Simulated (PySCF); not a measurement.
**Deuteron quadrupole couplings in `CP(CP)c1ccco1`**

Species: C6H10OP2.
Geometry (PBE0-D3(BJ)/def2-SVP, Å), atoms numbered from 1 in this order:
```
atom  x, y, z in Å
C1    -0.8008   -1.9802    1.0507
P2    -0.7167   -0.2211    1.6111
C3    -1.3904    0.6179    0.0927
P4    -1.3078    2.4782    0.0659
C5     1.0692    0.0450    1.3851
C6     2.0832   -0.6785    0.8094
C7     3.2893    0.0468    1.0466
C8     2.9221    1.1548    1.7515
O9     1.5951    1.1586    1.9646
H10   -0.2979   -2.6248    1.7866
H11   -0.3497   -2.1401    0.0588
H12   -1.8591   -2.2777    1.0053
H13   -0.8951    0.2463   -0.8205
H14   -2.4568    0.3455    0.0147
H15   -1.7073    2.6914    1.4227
H16    0.0796    2.6050    0.3791
H17    1.9806   -1.6218    0.2778
H18    4.2969   -0.2218    0.7368
H19    3.4759    1.9994    2.1537
```

Level: PBE0/pcSseg-1 (PySCF, non-relativistic); Q(2H) = 0.00286 b; rigid geometry, the same for H and D, with no vibrational averaging.

Task: Rank these positions by the coupling χzz of a deuteron there, largest first.
A. H17 (aromatic hydrogen)
B. H16 (P–H hydrogen)
C. H14 (methylene hydrogen)
D. H12 (methyl hydrogen)

Result: A (213 kHz), D (198 kHz), C (194 kHz), B (111 kHz).

Task: What are Vzz, η and χzz (234.96 MHz × Q × Vzz) at all hydrogens?

Result: 
```tsv
atom	bonded to	bond length (Å)	Vzz (au)	η	χzz (kHz)
H10	C1	1.100	0.2950	0.01	198
H11	C1	1.101	0.2927	0.00	197
H12	C1	1.100	0.2949	0.02	198
H13	C3	1.103	0.2886	0.03	194
H14	C3	1.103	0.2887	0.03	194
H15	P4	1.430	0.1655	0.10	111
H16	P4	1.428	0.1655	0.10	111
H17	C6	1.088	0.3174	0.07	213
H18	C7	1.088	0.3171	0.07	213
H19	C8	1.087	0.3115	0.11	209
```

Task: Average by the element that carries the hydrogen.

Result: on C: 202 kHz over 8 positions, mean bond length 1.096 Å; on P: 111 kHz over 2 positions, mean bond length 1.429 Å.

Task: How does χzz go with the bond length over the 8 C–H bonds?

Result: A straight-line fit has a slope of -11.1 kHz for each 0.01 Å, with a correlation coefficient of -0.99, over lengths from 1.087 to 1.103 Å. The longer bonds have the smaller couplings here.

Task: Give the 2H NMR doublet splittings at H13 for a magnetic field along the z, y and x axes of the gradient: 3χ/2, 3χ(1 + η)/4, 3χ(1 − η)/4.

Result: With |χ| = 194.0 kHz and η = 0.029: 291, 150 and 141 kHz, to first order and without motion.

The structure is a single PBE0-D3(BJ)/def2-SVP conformer in the gas phase; no vibrational or solvent corrections. A larger basis could move these couplings by a tenth or more.
